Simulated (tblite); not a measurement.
Species: C4H11ClSi2.
SMILES with atom numbers: `[CH2:1]=[C:2]([CH3:3])[Si@H:4]([Cl:5])[CH2:6][SiH3:7]` (hydrogens: H8, H9 on C1; H10, H11, H12 on C3; H13 on Si4; H14, H15 on C6; H16, H17, H18 on Si7)

Computed with GFN2-xTB (tblite), gas phase: L-BFGS steps from a force-field or distance-geometry start until the largest atomic force falls under 0.01 eV/Å.

Step 147: E = -603.6911 eV
```
atom  x, y, z in Å  |  force x, y, z in eV/Å
C1     -1.1093    1.5332   -0.3764    0.014   0.007   0.006
C2     -1.3418    0.2314   -0.2645   -0.024   0.043   0.006
C3     -2.6371   -0.2810    0.2951    0.025   0.004   0.009
Si4    -0.0988   -1.0876   -0.8053    0.017   0.040  -0.041
Cl5     0.1316   -2.4047    0.7198   -0.009  -0.041   0.026
C6      1.6005   -0.3777   -1.2644   -0.007   0.007  -0.027
Si7     2.6379    0.3759    0.1477   -0.005  -0.022  -0.021
H8     -0.1805    1.9219   -0.7615   -0.030  -0.042  -0.016
H9     -1.8341    2.2775   -0.0789   -0.016  -0.043   0.007
H10    -3.0666   -1.0365   -0.3618   -0.004   0.052  -0.010
H11    -2.4586   -0.7584    1.2581    0.021  -0.002   0.004
H12    -3.3546    0.5246    0.4356   -0.011  -0.004  -0.009
H13    -0.6831   -1.8348   -1.9318    0.034  -0.005   0.024
H14     2.1811   -1.1747   -1.7321    0.009   0.038   0.029
H15     1.4607    0.3777   -2.0365   -0.016  -0.008  -0.014
H16     3.8021    1.0500   -0.4383    0.001  -0.020  -0.012
H17     3.0930   -0.6945    1.0333   -0.002   0.019   0.022
H18     1.8488    1.3643    0.8853    0.002  -0.023   0.016
```

Step 148: E = -603.6923 eV
```
atom  x, y, z in Å  |  force x, y, z in eV/Å
C1     -1.1154    1.5328   -0.3998    0.005  -0.014  -0.008
C2     -1.3443    0.2317   -0.2718    0.021   0.056   0.003
C3     -2.6263   -0.2795    0.3146    0.003   0.009   0.019
Si4    -0.1010   -1.0845   -0.8186    0.018   0.031  -0.059
Cl5     0.1278   -2.4116    0.6977   -0.012  -0.046   0.034
C6      1.6010   -0.3723   -1.2645   -0.006   0.003  -0.006
Si7     2.6295    0.3720    0.1593   -0.016  -0.017  -0.017
H8     -0.1948    1.9158   -0.8075   -0.012  -0.022  -0.015
H9     -1.8356    2.2796   -0.0995   -0.027  -0.031   0.017
H10    -3.0690   -1.0319   -0.3361   -0.026   0.035  -0.025
H11    -2.4263   -0.7630    1.2700    0.014   0.006   0.015
H12    -3.3404    0.5264    0.4735    0.002  -0.021  -0.007
H13    -0.6777   -1.8293   -1.9518    0.033   0.008   0.034
H14     2.1837   -1.1681   -1.7301    0.021   0.023   0.017
H15     1.4689    0.3857   -2.0346   -0.021   0.006  -0.025
H16     3.8044    1.0420   -0.4085    0.007  -0.019  -0.022
H17     3.0699   -0.7053    1.0443   -0.008   0.027   0.025
H18     1.8369    1.3657    0.8870    0.005  -0.033   0.019
```

Step 149: E = -603.6931 eV
```
atom  x, y, z in Å  |  force x, y, z in eV/Å
C1     -1.1219    1.5314   -0.4401   -0.003  -0.049  -0.014
C2     -1.3448    0.2318   -0.2830    0.006   0.058   0.020
C3     -2.6064   -0.2785    0.3519    0.054   0.023  -0.003
Si4    -0.1042   -1.0802   -0.8475    0.013  -0.003  -0.051
Cl5     0.1093   -2.4318    0.6514   -0.012  -0.037   0.017
C6      1.6049   -0.3668   -1.2667    0.002   0.006   0.019
Si7     2.6126    0.3665    0.1792   -0.029   0.002  -0.022
H8     -0.2131    1.9054   -0.8838   -0.050  -0.021   0.008
H9     -1.8347    2.2824   -0.1332   -0.021  -0.024   0.020
H10    -3.0684   -1.0364   -0.2785   -0.015   0.023  -0.023
H11    -2.3725   -0.7541    1.3045    0.007   0.022  -0.016
H12    -3.3198    0.5245    0.5267    0.016  -0.001  -0.001
H13    -0.6727   -1.8077   -1.9973    0.038   0.021   0.051
H14     2.1953   -1.1586   -1.7289    0.014   0.014   0.012
H15     1.4835    0.3965   -2.0331   -0.017   0.008  -0.024
H16     3.8054    1.0295   -0.3606   -0.005  -0.024  -0.025
H17     3.0295   -0.7132    1.0729   -0.014   0.025   0.020
H18     1.8093    1.3655    0.8897    0.015  -0.044   0.012
```

Q: Estimate the geometry and energy of step 150. (The exact step hangs on the optimiser's Hessian estimate; all steps are aligned on step 149, rigid shifts and turns removed.)

A: E = -603.6938 eV, largest force 0.080 eV/Å
```
atom  x, y, z in Å  |  force x, y, z in eV/Å
C1     -1.1262    1.5289   -0.4422   -0.020   0.027  -0.022
C2     -1.3481    0.2317   -0.2832    0.076  -0.022  -0.013
C3     -2.6047   -0.2776    0.3516   -0.033   0.019   0.003
Si4    -0.1036   -1.0769   -0.8463    0.007  -0.030  -0.016
Cl5     0.1103   -2.4202    0.6608   -0.006  -0.039   0.019
C6      1.6015   -0.3596   -1.2677    0.011   0.004   0.029
Si7     2.6135    0.3629    0.1787   -0.013   0.011  -0.006
H8     -0.2207    1.8958   -0.8912    0.029   0.049  -0.022
H9     -1.8378    2.2801   -0.1357   -0.030   0.000   0.026
H10    -3.0706   -1.0245   -0.2867   -0.052  -0.018  -0.040
H11    -2.3683   -0.7654    1.2951    0.005  -0.003   0.045
H12    -3.3145    0.5264    0.5369    0.016  -0.006   0.009
H13    -0.6634   -1.8181   -1.9893    0.018   0.018   0.025
H14     2.1937   -1.1472   -1.7333    0.015  -0.010  -0.010
H15     1.4763    0.4064   -2.0298   -0.010   0.024  -0.036
H16     3.8119    1.0161   -0.3582    0.005  -0.014  -0.034
H17     3.0239   -0.7177    1.0733   -0.015   0.011   0.021
H18     1.8182    1.3652    0.8904   -0.003  -0.022   0.023
```

The energy changes by -0.0007 eV. The first-order estimate −F·Δx gives -0.0021 eV and the mean of the old and new forces, exact on a quadratic surface, -0.0007 eV. The step makes an angle of 76° with the force vector and moves no atom by more than 0.016 Å.

The cost below is that of the whole relaxation. Hardware: an Arm Neoverse V1 with one thread, on a shared host. Cost: 1.6 s.
